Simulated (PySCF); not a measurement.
Compound: C3H7N2PSi.
Numbering: `[CH3:1][n:2]1[cH:3][p:4][c:5]([SiH3:6])[n:7]1`

Geometry (GFN2-xTB, Å), atoms numbered from 1 in this order:
```xyz
14
C3H7N2PSi angstrom
C     -2.2573   -0.8603    0.0584
N     -1.1060    0.0012    0.0420
C     -1.1474    1.3442    0.1170
P      0.4229    2.0435    0.0855
C      1.0355    0.3798   -0.0317
Si     2.8384   -0.1470   -0.1372
N      0.0956   -0.5343   -0.0397
H     -2.8018   -0.7554    0.9992
H     -2.9285   -0.6212   -0.7686
H     -1.9052   -1.8847   -0.0435
H     -2.1006    1.8382    0.1843
H      3.4273    0.4202   -1.3545
H      2.8814   -1.6066   -0.1670
H      3.5450    0.3818    1.0337
```

Definitions: NICS(0) = −σiso at the ring centroid; NICS(1) = −σiso and NICS(1)zz = −σzz at ±1 Å along the ring normal z. Level: GIAO PBE0/pcSseg-1 (PySCF, non-relativistic, gas phase) on the GFN2-xTB geometry, one conformer.

Ring bond lengths (Å), with Mayer bond orders in brackets: N2–C3 1.346 (1.21), C3–P4 1.719 (1.42), P4–C5 1.777 (1.21), C5–N7 1.311 (1.50), N7–N2 1.318 (1.19).

Q: What do the NICS probes read (ppm)?

A: 
| ring | type | NICS(0) | NICS(1), two faces | NICS(1)zz, two faces | rms pucker (Å) | centre to ring atoms, mean (Å) |
| --- | --- | --- | --- | --- | --- | --- |
| N2–C3–P4–C5–N7 | 5-membered ring with 2 N and P; formal bonds all aromatic | -12.8 | -12.9 / -12.9 | -31.0 / -31.0 | 0.00 | 1.26 |

Q: What can be read from them?

A: 
- N2–C3–P4–C5–N7: mean NICS(1)zz -31.0 ppm, shielded.

Q: How equal are the bonds by HOMA? Use HOMA with the parameters of Krygowski (1993).

A: 
- N2–C3–P4–C5–N7: HOMA 0.83; the largest term is that of P4–C5, α(R − Ropt)² = 0.74.

Q: At the first NICS(1) probe listed for ring N2–C3–P4–C5–N7, 1 Å off the ring, what do the in-plane components average?

A: The isotropic value is a third of the trace: (3 × -12.9 − (-31.0))/2 = -3.9 ppm.

Q: Give the inner angles of the rings and the Hirshfeld charges of the ring atoms.

A: 
- N2–C3–P4–C5–N7: N2 115.9° (+0.054 e), C3 112.1° (-0.078 e), P4 86.3° (+0.013 e), C5 114.0° (-0.124 e), N7 111.7° (-0.123 e); sum 540.0° against 540° for a flat convex ring.
